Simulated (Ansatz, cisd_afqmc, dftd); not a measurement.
Species: CsF, charge 0, singlet. CsF (SMILES [F][Cs]).
B3LYP-D3(BJ)/def2-TZVP minimum from Ansatz (a quantum-chemistry and plane-wave program):
```xyz
2

Cs     0.0000     0.0000    -0.3380
F      0.0000     0.0000     2.0659
```

Wanted: atomisation energy (electronic, to ground-state atoms), in kcal/mol. Radicals and triplets start from unrestricted determinants; spin-orbit coupling is neglected. Correlated methods leave the cores frozen (noble-gas shells, and filled d and f shells in the p block). Past Kr the def2 sets carry scalar-relativistic core potentials. AFQMC is phaseless with a CISD trial state; ± is one standard error, without the phaseless bias. Outlying blocks are dropped, and bars are widened where a walk drifts. Over all cases where full CI ran beside it in this data, AFQMC minus full CI had a median of +0.1 mEh and passed +0.4 mEh in a tenth of the cases. CBS(X,Y): correlation extrapolated as X^-3, Hartree-Fock from the larger set. A bracket is a step between two methods taken in the basis named. For partners of very few electrons the exact lower level stands in for a higher one.

```tsv
level	program	atomisation energy (kcal/mol)	difference against the last row
r2SCAN/def2-TZVPD	Ansatz	120.5	-1.6
B2PLYP-D4/def2-TZVPD	Ansatz + dftd4	119.4	-2.7
CCSD/def2-TZVPP	Ansatz	110.8	-11.3
CCSD/def2-QZVPP	Ansatz	116.2	-5.9
CCSDT(Q)/def2-TZVPP	Ansatz	113.1	-9.0
CCSDT(Q)/def2-QZVPP	Ansatz	119.2	-2.9
CCSDTQ/def2-TZVPP	Ansatz	113.1	-9.0
AFQMC/CISD/def2-SVP	cisd_afqmc	99.7 ± 0.2	-22.4
AFQMC/CISD/def2-TZVPP	cisd_afqmc	112.8 ± 0.2	-9.3
CCSD(T)/CBS(def2-TZVPP,def2-QZVPP) + [CCSDT(Q) - CCSD(T)]/def2-QZVPP + [CCSDTQ - CCSDT(Q)]/def2-SVP	Ansatz	122.0	-0.1
CCSD(T)/CBS(def2-TZVPP,def2-QZVPP) + [CCSDT(Q) - CCSD(T)]/def2-QZVPP + [CCSDTQ - CCSDT(Q)]/def2-TZVPP	Ansatz	122.1	0.0
```
